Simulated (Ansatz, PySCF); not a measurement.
Li (SMILES [Li]), doublet. Base run: PBE0/cc-pVDZ (PySCF).

Here is a job for PySCF.
```python
from pyscf import gto, scf, dft

mol = gto.M(
    atom='''
Li    0.000000    0.000000    0.000000
''',
    basis='cc-pvdz',
    charge=0,
    spin=1,
    verbose=4,
)

mf = dft.UKS(mol)
mf.xc = 'pbe0'
mf.kernel()
```

The same geometry, method and basis name were run in Ansatz (a quantum-chemistry and plane-wave program) and PySCF, at each program's defaults and at the settings that a row names. The base is PySCF at its defaults. Differences at the defaults can come from grids, fitting, cores and function types together.

```tsv
code and settings	ΔE vs base (mEh)	basis functions	E (Eh)	SCF cycles
PySCF, defaults (exact integrals, its default grid, spherical functions)	0.000	14	-7.46617	4
Ansatz, defaults (factorised integrals, its default grid, spherical functions)	0.000	14	-7.46617	-
PySCF, density fitting with def2-universal-jkfit	-0.003	14	-7.46618	4
PySCF, fine grid	0.000	14	-7.46617	4
Ansatz, high accuracy	0.000	14	-7.46617	-
```

Open shells are given as the SCF converged; they aren't shown to be the lowest states, and a large step between rows can be another state.
